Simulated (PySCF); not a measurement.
Species: C₂H₁₀OSi₂.
Atom-mapped SMILES: `[OH:1][CH2:2][CH:3]([SiH3:4])[SiH3:5]`

Lines to be assigned: C 1s: 290.00 (area 1), 292.37 (area 1) eV; O 1s: 538.80 eV; Si 1s: 1846.34 eV; Si 2p3/2: 106.58 eV.

Theory: PySCF, delta-SCF UKS SCAN, pcX-2 on the ionised atom, pcseg-1 elsewhere, spin-free X2C. Isolated species at its PBE0-D3(BJ)/def2-SVP geometry (one conformer only).

(1) Order the carbon atoms by C 1s binding energy.

Results:

(1) 290.00 eV: C3 (sp3 carbon bound to silicon); 292.37 eV: C2 (carbinol carbon (C–OH)). The listed C 1s values span 2.37 eV, from C3 (bonded to C, H and 2 Si) to C2 (bonded to O, C and 2 H).

Bonded neighbours of each site: O1: C and H; C2: O, C and 2 H; C3: C, H and 2 Si; Si4/Si5: C and 3 H.

**Question.** What is the longest wavelength that can ionise C 1s of C2 vertically?

**Answer.** λ = hc/E = 12398.42 eV Å / 292.37 eV = 42.407 Å.

One atom of each set of topologically equivalent atoms was ionised and stands for the set; in this conformer not all members are related by symmetry, and their own values weren't computed. The 2p values aren't plain energy differences: one relaxed spin-free 2p hole is combined with a matrix within the shell (ground-state 2p orbital-energy differences and spin–orbit coupling). 2p3/2, the mean of its two sublevels, lies a third of the splitting below the shell's mean and 2p1/2 two thirds above it; the statistical areas are 2:1. 2p1/2 minus 2p3/2 (ligand field included): Si 0.62 eV.

Shape of the structure used: `[OH:1][CH2:2][CH:3]([SiH3:4])[SiH3:5]`: O1–C2–C3–Si4 43°, H–O1–C2–C3 63°.
